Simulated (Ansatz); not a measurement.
Sn₇Ge₇H₂₀⁺, an alloyed nanocrystal cut from the lattice of tin (7 Ge, random). Total charge 1; doublet. Geometry r2SCAN-D4/def2-SVP, that of the neutral singlet; atoms count from 1.

Cartesian coordinates in Å:
```
Sn -1.9173 -0.9091 -3.3276
Sn 0.4612 2.8272 2.8375
Sn 0.7555 1.9018 -1.5056
Sn -2.4098 0.1047 0.7769
Ge -0.9300 -3.6183 -0.3351
Ge 1.5636 -0.9966 1.3993
Sn 2.1511 -2.0340 -2.5359
Sn -2.2333 2.0952 2.7347
Ge -1.7192 1.0326 -1.5777
Ge -0.3344 -2.8528 -2.5666
Sn 1.1242 3.9475 0.3652
Ge 1.8515 0.6315 3.1903
Ge 2.2646 -0.1121 -0.7616
Ge -0.7247 -1.8329 1.3102
H -1.4618 -0.3649 -4.8946
H -3.5436 -1.4659 -3.4077
H 0.7799 3.9133 4.1390
H 1.2267 2.3900 -3.0928
H -4.0022 -0.5523 0.6735
H -2.3811 -4.1420 -0.3294
H -0.0088 -4.7910 0.0621
H 2.4812 -2.2027 1.7214
H 2.6118 -1.4498 -4.0861
H 3.2060 -3.3249 -2.1122
H -3.2266 3.4349 2.3099
H -2.7809 1.5052 4.2556
H -2.6602 2.1953 -1.9764
H -0.4865 -4.0425 -3.5444
H 0.1398 5.3169 0.0234
H 2.7644 4.4691 0.3357
H 3.3514 0.9747 3.3061
H 1.4267 -0.0217 4.5232
H 3.7211 0.3911 -0.6136
H -1.0603 -2.4176 2.7035
```

In the def2 sets Sn takes a core potential; there is no spin–orbit coupling. Single mean-field runs in def2-SVP are fitted with def2-universal-jkfit.

**Question.** Estimate the Mulliken populations of the heavy atoms from the PBE0/def2-SVP orbitals of Ansatz.

**Answer.** 
```
atom  charge (e)  spin (α − β)
 Sn1        0.31          0.09
 Sn2        0.06          0.01
 Sn3        0.15          0.09
 Sn4        0.14          0.06
 Ge5        0.11          0.03
 Ge6       -0.04          0.00
 Sn7        0.31          0.07
 Sn8        0.20          0.09
 Ge9       -0.21          0.08
Ge10       -0.16          0.00
Sn11        0.22          0.14
Ge12        0.06          0.02
Ge13       -0.15          0.07
Ge14       -0.09          0.02
```
Mulliken values depend strongly on the basis.

**Question.** Where does the spin sit?

**Answer.** Summed by element: Sn 0.54, Ge 0.23, H 0.23, of 1 unpaired in all. Largest on single atoms: Sn11 0.14, Sn1 0.09, Sn3 0.09.

**Question.** And the Mayer bond orders between heavy atoms (over 0.3)?

**Answer.** Sn1–Ge9 0.77 (2.62 Å); Sn1–Ge10 0.90 (2.62 Å); Sn2–Sn8 0.87 (2.79 Å); Sn2–Sn11 0.86 (2.79 Å); Sn2–Ge12 0.91 (2.62 Å); Sn3–Ge9 0.91 (2.62 Å); Sn3–Sn11 0.73 (2.80 Å); Sn3–Ge13 0.88 (2.62 Å); Sn4–Sn8 0.77 (2.80 Å); Sn4–Ge9 0.89 (2.62 Å); Sn4–Ge14 0.87 (2.62 Å); Ge5–Ge10 0.93 (2.43 Å); Ge5–Ge14 0.88 (2.44 Å); Ge6–Ge12 0.89 (2.44 Å); Ge6–Ge13 0.93 (2.44 Å); Ge6–Ge14 0.92 (2.44 Å); Sn7–Ge10 0.89 (2.62 Å); Sn7–Ge13 0.80 (2.62 Å).
